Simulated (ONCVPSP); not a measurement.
## oxygen, ONCV: configuration errors across variants

O (Z = 8), optimised norm-conserving Vanderbilt (ONCV), made with ONCVPSP 4.0.1 (PBE, scalar-relativistic). Core [He], reference 2s2 2p4. Waves: 2s: rc 0.90 bohr, ncon 4, nbas 7, qcut 6.1 1/bohr, 2 projectors, debl 1.2 Ha; 2p: rc 1.25 bohr, ncon 4, nbas 8, qcut 12.1 1/bohr, 2 projectors, debl 1.5 Ha; d scattering state at 0.03 Ha: rc 1.05 bohr, ncon 3, nbas 6, qcut 9.5 1/bohr, 1 projector. Local part: polynomial inside 0.60 bohr (lpopt 4, dvloc0 0 Ha). Core correction: Teter function, fcfact 5.5, rcfact 1.6.

All-electron excitation energies from the reference (eV): (1) 2s2 2p3 16.431; (2) 2s2 2p2 50.017; (3) 2s2 2p1 103.885; (4) 2s1 2p5 14.950.

A true bound ghost makes a file unfit for plane-wave use even where its test errors are small: the radial tests pick states by their node count and pass the ghost by.

Errors AE − PS in meV (a dash: test not solved or not reliable):

```tsv
change	(1)	(2)	(3)	(4)	bound ghosts	GHOST(+) flags above zero
base	+7.6	+70	+291	+14	none	s
local potential polynomial inside 0.60 bohr (lpopt 4, dvloc0 4.5 Ha)	+7.6	+70	+291	+14	none	s
local potential polynomial inside 0.85 bohr (lpopt 5, dvloc0 -1 Ha)	+7.6	+70	+291	+14	none	s
p: ncon 5, nbas 9	+5.9	+56	+234	+13	none	s
core correction Teter function, fcfact 5.5, rcfact 1.72	+7.1	+63	+258	+12	none	s
s: qcut 4.2	+8.1	+74	+305	+16	s	none
core correction Teter function, fcfact 3.25, rcfact 1.1	+8.4	+82	+370	+17	none	s
```

Give the same row for: core correction Teter function, fcfact 4.9, rcfact 1.6.

+7.6, +70, +297, +14; bound ghosts: none; GHOST(+) flags above zero: s.
